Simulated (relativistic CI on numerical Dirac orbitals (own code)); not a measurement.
**Pb²⁰⁺: sensitivity of the levels to the model**

Base calculation: Dirac-Coulomb-Breit CI, KLI orbitals optimised for each configuration, QED by a radiative potential, unscaled Slater integrals.

Configuration list (outside the closed core [Kr] 4d10): 4f14 5s2, 4f14 5s 5p, 4f14 5s 5d, 4f13 5s2 5p, 4f14 5s 5f, 4f14 5p 5d, 4f13 5s2 5d, 4f14 5s 5g, 4f14 5p2, 4f13 5p3, 4f13 5p2 5d, 4f14 5d2, 4f13 5p 5d2, 4f13 5d3, 4f14 5f2, 4f13 5p 5f2, 4f13 5d 5f2. Double excitations out of closed p, d and f shells are left out; levels of such configurations are missing from the list, as are those of other unlisted configurations, and high levels can miss mixing partners.

The lowest level and the first level of each name with at least 55 % of one term (blank where a level has no safe partner in the second run):

```
           Level  Base (cm⁻¹)  Shift (cm⁻¹)
   4f14 5s2 1S_0            0             0
4f14 5s 5p 3P°_0       333962         -2290
4f14 5s 5p 3P°_1       361640         -2178
4f14 5s 5p 3P°_2       586945          +528
4f13 5s2 5p 3D_3       615682         -7128
4f13 5s2 5p 3G_3       656505         -5348
4f14 5s 5p 1P°_1       660242          +451
   4f14 5p2 3P_0       774754         -4510
4f13 5s2 5p 3G_5       866313         -4132
4f13 5s2 5p 3F_4       886178         -4244
4f13 5s2 5p 3D_1       898359         -2731
   4f14 5p2 3P_1       999315         -1763
   4f14 5p2 1D_2      1004555         -1545
 4f14 5s 5d 3D_1      1219053         +1909
```

At this charge transitions that keep the count of f electrons are usually good to a few per cent. Levels that differ in their count of f electrons can be misplaced by several ten thousand cm⁻¹, since the correlation energy of f electrons is missing or only estimated; rates across such gaps can be off by orders of magnitude.

(1) One thing was changed in a second run, which moved the levels as shown. Which?
A. Breit term removed
B. configuration mixing switched off
C. QED terms removed
D. non-relativistic limit

## Answers

(1) A. Breit term removed. The Breit term mainly narrows fine-structure intervals, so removing it widens them.

LS names give the leading component of a level, which can be under half, so a name can repeat, a term be missing and a line seem to break the LS rules.
